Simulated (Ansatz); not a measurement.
Isolated molecules relaxed with PBE0-D4/def2-TZVP in Ansatz; ΔE leaves out vibrations. CCSD(T)/CBS adds triple-zeta CCSD(T) − MP2 to the extrapolated MP2 energy (def2 sets, frozen cores). This one scheme is used for every species. DFT in def2-TZVPP. B3LYP here is the variant with VWN-RPA as its local correlation; programs differ in this. Elements past krypton have def2 core potentials. For In outer-core shells are correlated without core-valence functions, which leaves a few kJ/mol of doubt a bond. One conformer a species, not always the lowest.

Consider the formal exchange of groups at the In–S bond: `[OH][In]([F])[SH]` + `CF` → `[OH][In]([F])[CH2]F` + H₂S.

```
         level  ΔE (eV)
      B3LYP-D4     1.23
        B2PLYP     1.26
         B3LYP     1.23
MP2/def2-QZVPP     1.31
```

(1) What does CCSD(T)/CBS give? (Best estimate.)

Largest T1 diagnostic among the species: 0.016.

Results:

(1) Computed: +1.27 eV. The listed levels differ from it by -0.04, -0.01, -0.04, 0.04 eV.

In def2-TZVPP, CCSD(T) changes the Hartree–Fock value by −0.20 eV (the triples alone add −0.01 eV) and MP2 by −0.15 eV. From PBE to PBE0 (25 % exact exchange), in def2-TZVPP and without D4, ΔE moves by +0.08 eV.
